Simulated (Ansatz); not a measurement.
`[BH2][GeH2][F]` + H₂O → `[BH2][GeH2][OH]` + H–F  (formal hydrolysis of a Ge–F bond)

Calculated with Ansatz (gas phase, PBE0-D4/def2-TZVP geometries, no zero-point term in ΔE). CCSD(T)/CBS adds triple-zeta CCSD(T) − MP2 to the extrapolated MP2 energy (def2 sets, frozen cores). This one scheme is used for every species. DFT in def2-TZVPP. For Ge outer-core shells are correlated without core-valence functions, which leaves a few kJ/mol of doubt a bond. Scalar relativity is left out up to krypton. One conformer a species, not always the lowest.

`[BH2][GeH2][F]`:

```xyz
7

B    -0.358   -0.364    1.154
Ge    0.240    0.157   -0.739
F     0.070    1.885   -0.966
H    -0.752    0.449    1.931
H    -0.308   -1.511    1.483
H    -0.620   -0.478   -1.849
H     1.727   -0.138   -1.015
```

H₂O:

```xyz
3

O    -0.295   -0.110   -0.229
H     0.643   -0.146   -0.427
H    -0.348    0.256    0.656
```

`[BH2][GeH2][OH]`:

Cartesian coordinates in Å:
```
B 0.230 -0.239 -1.520
Ge 0.261 0.066 0.507
O -1.431 0.224 1.072
H -0.796 -0.291 -2.125
H 1.260 -0.369 -2.111
H 1.036 1.349 0.895
H 0.930 -1.109 1.264
H -1.490 0.370 2.018
```

H–F:

Cartesian coordinates in Å:
```
F 0.282 -0.177 -0.318
H -0.282 0.177 0.318
```

**Question.** Is it downhill or uphill in electronic energy at CCSD(T)/CBS, and by how much? (Best estimate.)

**Answer.** The calculation gave: Uphill: ΔE = +33.3 kJ/mol.

**Question.** What do these levels give: CAM-B3LYP-D4, B2PLYP, BLYP, PBE0, CAM-B3LYP, RPA@PBE/def2-TZVPP, CCSD/def2-SVP, SCS-MP2/def2-TZVPP, HF/def2-QZVPP, MP2/def2-QZVPP, SCS-MP2/def2-QZVPP, HF/CBS(def2)? (Estimate.)

**Answer.** Ansatz gave: CAM-B3LYP-D4 40.1, B2PLYP 38.0, BLYP 43.1, PBE0 36.9, CAM-B3LYP 41.6, RPA@PBE/def2-TZVPP 32.9, CCSD/def2-SVP 39.9, SCS-MP2/def2-TZVPP 33.5, HF/def2-QZVPP 45.9, MP2/def2-QZVPP 31.3, SCS-MP2/def2-QZVPP 34.7, HF/CBS(def2) 46.1 kJ/mol.

Largest T1 diagnostic among the species: 0.012.

In def2-TZVPP, CCSD(T) changes the Hartree–Fock value by −11.7 kJ/mol (the triples alone add −1.4 kJ/mol) and MP2 by −13.9 kJ/mol. Leaving LDA and LC-ωPBE aside and taking each functional with its dispersion term where it has one, the values, not all of them listed here, spread over 7.8 kJ/mol, from PBE-QIDH to B97M-V. LDA lies −5.5 kJ/mol from PBE without D4.
